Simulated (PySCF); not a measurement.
# Telling isomers of C6H11FO2 apart by NMR

PySCF 2.14.0 with density-fitted response routines calculation with geometry: GFN2-xTB and shielding tensors at PBE0/pcSseg-1 (GIAO); rapidly exchanging positions averaged, one conformer, no solvent, no relativistic terms.

δ = σ(ref) − σ, references computed at the same level: $^{1}$H (σ = 31.72 ppm) and $^{13}$C (σ = 186.93 ppm) vs TMS. Splittings of carbon signals by F and P are missing where no couplings were computed. Where no couplings were computed, multiplicities follow the n + 1 count of equivalent neighbours, and m marks all less simple cases (inequivalent or close neighbours, rings, F or P nearby). Shifts are as computed. Against solution values, carbons near 30 ppm lie about +3 ppm off and those near 130 ppm about +5 ppm. Of 1309 compounds with measured shifts, 239 miss one by over three times the rms of a fit or turn the order of signals round; such compounds aren't used in these exercises.

(1) Tabulate the signals of `COC/C(=C\CF)OC`, `COCC(C)(C)C(=O)F` and their relative energies.

(2) What is the quickest way to tell COC/C(=C\CF)OC from COCC(C)(C)C(=O)F?

Results:

(1) 
```tsv
SMILES	carbon types	δC	δH	E rel. (kcal/mol)
COC/C(=C\CF)OC	1×C 1×CH 2×CH2 2×CH3	162.3, 104.9, 84.6, 77.1, 60.5, 56.0	5.36 (m, 2H), 4.79 (m, 1H), 3.89 (s, 2H), 3.67 (s, 3H), 3.43 (s, 3H)	42.6
COCC(C)(C)C(=O)F	2×C 1×CH2 3×CH3	175.8, 80.2, 61.4, 46.2, 23.2	3.62 (s, 3H), 3.47 (s, 2H), 1.37 (s, 6H)	0.0
```

Energies are electronic energies at PBE0/pcSseg-1 on these geometries, without zero-point or thermal terms, each for the one conformer computed, which needn't be the lowest.

(2) Count the carbon signals: 6 against 5. The first has a β carbon of an enol-ether or enamine type C=C (CH) at 104.9 ppm, the second a quaternary sp3 carbon α to a carbonyl (C) at 46.2 ppm. Their most deshielded carbons lie at 162.3 and 175.8 ppm. In the proton spectra the most deshielded non-exchanging signals are 5.36 (m, 2H) and 3.62 (s, 3H).
